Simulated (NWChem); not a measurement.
Species: BHF2; SMILES B(F)F

Results from NWChem. Geometry: optimised at B3LYP/6-31G* (spherical d). Vertical excitations in the gas phase; the lowest state need not have the same character in each row.

```csv
level,"lowest excitation, singlet (eV)",oscillator strength of that lowest state,lowest triplet (eV),orbital gap (eV)
"PBE/aug-cc-pVDZ, TDA",…,…,…,…
"B3LYP/aug-cc-pVDZ, TDA",8.47,0.054,7.49,9.82
"Hartree-Fock/aug-cc-pVDZ, CIS",9.99,0.099,8.28,16.58
```

Q: Some entries are withheld; supply them.

A: 
- PBE/aug-cc-pVDZ, TDA, lowest excitation, singlet (eV): 7.99
- PBE/aug-cc-pVDZ, TDA, oscillator strength of that lowest state: 0.045
- PBE/aug-cc-pVDZ, TDA, lowest triplet (eV): 7.04
- PBE/aug-cc-pVDZ, TDA, orbital gap (eV): 7.58
